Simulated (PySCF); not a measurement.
A structure optimised at PBE-D3(BJ)/def2-SVP, used in a PySCF frequency run:

```
Si
H 1 1.5053
C 1 1.9028 2 110.08
H 3 1.1110 1 107.21 2 -155.67
H 3 1.1111 4 106.95 1 116.65
C 3 1.5260 4 110.68 5 120.25
O 6 1.4176 3 107.58 4 67.99
H 7 0.9734 6 108.28 3 170.20
H 6 1.1186 7 111.75 8 50.62
H 6 1.1191 9 106.67 7 122.50
Cl 1 2.0969 2 108.54 3 -122.56
Si 1 2.3522 2 110.77 3 123.11
H 12 1.5046 1 110.85 2 59.17
H 12 1.5063 13 108.74 1 -120.28
H 12 1.5092 13 108.64 14 -117.51
```

Write its SMILES and formula.

OCC[Si@H]([SiH3])Cl, C2H9ClOSi2

What are its rotational constants (standard atomic weights)?

2.3127, 1.1136, 0.80497 GHz
